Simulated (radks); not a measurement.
Problem. These are the eigenvalues of the occupied orbitals of an atom or ion with whole-number occupations (eV). Calculated with a radial shooting solver on a logarithmic mesh with Libxc functionals: scalar-relativistic Kohn-Sham, r2SCAN, spin-polarised, spherical densities, finite nucleus; meta-GGA in the generalised Kohn-Sham scheme; Fermi nuclear charge, rms radius of each element as measured or else 0.836 A^(1/3) + 0.57 fm.

orbital  eigenvalue
1s up     -748.6705
1s down   -745.6738
2s up      -95.5739
2s down    -88.1300
2p up      -75.9472

Which element is it, and in what charge state? The configuration may be excited. Open shells, if any, are filled with parallel spins first.

Solution. Z = 9, fluorine, charge +3: F3+ in [He] 2s2 2p2. The list shows which subshells hold electrons but not how many an open one holds; the 1s level, -27.513 hartree, gives Z - s = 7.4 by -(Z - s)^2/2, which with screening and relativity narrows Z to a few neighbours, and the depths of the outer levels then fix element, charge and occupations together.
